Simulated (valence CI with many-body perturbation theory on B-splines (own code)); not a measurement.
Values are calculated unless marked as measured or tabulated.
## From CI to CI+MBPT in Pb XLIII

Level of theory: valence CI with perturbative core correlation (CI+MBPT): four valence electrons over a frozen Dirac-Fock core [Kr], radial functions for each j: 9 s, 9 p, 10 d, 8 f, 5 g, 3 h, 1 i, with the one-electron correlation potential Σ1 (screened to all orders), the two-electron term Σ2, the three-electron term Σ3, Breit, model QED; selected single and double excitations, second order for the rest (own B-spline code, finite nucleus).

The last digits are not significant, and no measured levels were compared; by estimate large intervals hold to a few tenths of a per cent, small ones and those within an open d or f shell to about a per cent. Only levels of the ground parity were solved; by the run's estimate the other parity begins above the list, which can be wrong where configurations are misplaced.

Each rung adds one term. CI alone is the Dirac-Coulomb CI over the frozen core; QED comes last and gives the full result, which names the levels. Energies are above (4d3/2^4) J=0 on the same rung, in cm⁻¹.

Levels are named by their leading jj configuration (3d3/2^4 stands for four electrons in 3d with j = 3/2), which in mixed levels can hold well under half, so a name can repeat and another be missing. Letters in brackets count levels of one name in rising energy.

```
                    Level  CI alone     Σ1     Σ2     Σ3   Breit    QED    Full
      (4d3/2^3 4d5/2) J=1    223266   +986   +526   +724   -4864   +655  221292
      (4d3/2^3 4d5/2) J=4    275231  +1018  -2524   -279   -6423   +655  267677
      (4d3/2^3 4d5/2) J=2    280706  +1050  -1574   +121   -5702   +681  275282
      (4d3/2^3 4d5/2) J=3    294219  +1046  -2690   -330   -5782   +672  287135
(4d3/2^2 4d5/2^2) J=0 [a]    479597  +1969  +1614     +3   -9402  +1302  475082
(4d3/2^2 4d5/2^2) J=2 [a]    482651  +1941    +44   +595   -9626  +1282  476887
(4d3/2^2 4d5/2^2) J=4 [a]    496116  +2004  -1080   +434  -11012  +1311  487774
(4d3/2^2 4d5/2^2) J=3 [a]    500465  +1993  -1311   +123  -10363  +1309  492216
    (4d3/2^2 4d5/2^2) J=5    521109  +2017  -3327   -108  -11745  +1304  509249
    (4d3/2^2 4d5/2^2) J=6    536542  +2036  -4546    -72  -12809  +1306  522457
    (4d3/2^2 4d5/2^2) J=1    531648  +2005  -1173   -104  -10072  +1316  523620
(4d3/2^2 4d5/2^2) J=3 [b]    547205  +1990  -3133   -512  -10697  +1298  536151
(4d3/2^2 4d5/2^2) J=4 [b]    552603  +2026  -3317  -1182  -11521  +1312  539920
(4d3/2^2 4d5/2^2) J=2 [b]    554736  +2012  -2536   -396  -10690  +1313  544438
(4d3/2^2 4d5/2^2) J=2 [c]    597127  +2001    -93   -908   -9992  +1313  589449
(4d3/2^2 4d5/2^2) J=4 [c]    618978  +2036  -4246  -1027  -10848  +1322  606215
(4d3/2^2 4d5/2^2) J=2 [d]    661486  +2057  -3427  -1839  -10129  +1338  649487
(4d3/2^2 4d5/2^2) J=0 [b]    714725  +2122   -974  -1932   -9799  +1389  705532
  (4d3/2 4d5/2^3) J=4 [a]    753438  +2951   +248   -206  -15378  +1949  743001
```

The middle columns are the shifts that each term adds.

(1) How does the ionisation energy move along the ladder, and which term matters most?

Results:

(1) CI alone 2098.4, + Σ1 2101.3, + Σ2 2103.9, + Σ3 2103.9, + Breit 2102.3, + QED 2102.4 eV. The largest step is Σ1, 2.9 eV. NIST lists 2101 ± 4 eV (theoretical).
